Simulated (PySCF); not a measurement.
**Fractional electron number in As⁺ (arsenic, charge +1)**

The 4p alpha orbital of [Ar] 3d10 4s2 4p2 is emptied in steps (occupation f), with all orbitals relaxed, ending at [Ar] 3d10 4s2 4p1. Computed with PySCF 2.14 in aug-cc-pVTZ-DK (7s6p4d2f, 59 functions), with the spin-free X2C one-electron Hamiltonian (Gaussian nucleus). The exact energy is a straight line in f; departures are measured from the line between the end points of the same method.

```
  f  UHF (eV)  LDA (eV)  PBE (eV)  PBE0 (eV)  r2SCAN (eV)  LC-wPBE (eV)  BHandHLYP (eV)  wB97X (eV)  TPSS (eV)  M06-2X (eV)
  1     0.000     0.000     0.000      0.000        0.000         0.000           0.000       0.000      0.000        0.000
0.9     0.041    -0.416    -0.404     -0.294       -0.384        -0.048          -0.192      -0.077     -0.394       -0.188
0.7     0.095    -0.975    -0.944     -0.684       -0.890        -0.109          -0.449      -0.180     -0.918       -0.428
0.5     0.111    -1.164    -1.123     -0.812       -1.049        -0.126          -0.534      -0.217     -1.090       -0.487
0.3     0.092    -0.979    -0.942     -0.678       -0.868        -0.102          -0.448      -0.185     -0.911       -0.386
0.1     0.039    -0.420    -0.402     -0.289       -0.366        -0.041          -0.192      -0.081     -0.387       -0.167
  0     0.000     0.000     0.000      0.000        0.000         0.000           0.000       0.000      0.000        0.000
```

| method | E(f=0) − E(f=1) (eV) | −ε at f=1 (eV) | −ε at f=0.5 (eV) |
| --- | --- | --- | --- |
| UHF | 17.979 | 18.440 | 17.970 |
| LDA | 18.652 | 14.036 | 18.640 |
| PBE | 18.495 | 14.009 | 18.501 |
| PBE0 | 18.552 | 15.287 | 18.569 |
| r2SCAN | 18.714 | 14.439 | 18.781 |
| LC-wPBE | 18.649 | 18.110 | 18.671 |
| BHandHLYP | 18.419 | 16.283 | 18.420 |
| wB97X | 18.335 | 17.485 | 18.321 |
| TPSS | 18.544 | 14.169 | 18.564 |
| M06-2X | 18.349 | 16.254 | 18.491 |

Orbital energy along the path (eV):

```tsv
f	UHF	LDA	PBE	PBE0	r2SCAN	LC-wPBE	BHandHLYP	wB97X	TPSS	M06-2X
1	-18.440	-14.036	-14.009	-15.287	-14.439	-18.110	-16.283	-17.485	-14.169	-16.254
0.9	-18.341	-14.942	-14.899	-15.943	-15.311	-18.227	-16.709	-17.650	-15.044	-16.694
0.7	-18.151	-16.779	-16.695	-17.258	-17.057	-18.455	-17.564	-17.983	-16.803	-17.602
0.5	-17.970	-18.640	-18.501	-18.569	-18.781	-18.671	-18.420	-18.321	-18.564	-18.491
0.3	-17.797	-20.514	-20.302	-19.864	-20.441	-18.866	-19.275	-18.671	-20.308	-19.167
0.1	-17.632	-22.385	-22.080	-21.130	-21.993	-19.028	-20.125	-19.045	-22.004	-19.782
0	-17.552	-23.311	-22.956	-21.747	-22.742	-19.089	-20.550	-19.243	-22.824	-20.273
```

Reference removal energy between the ground levels: 18.589 eV (measured; NIST Atomic Spectra Database, ionization energies). The calculation has no spin-orbit coupling. UHF lacks correlation.
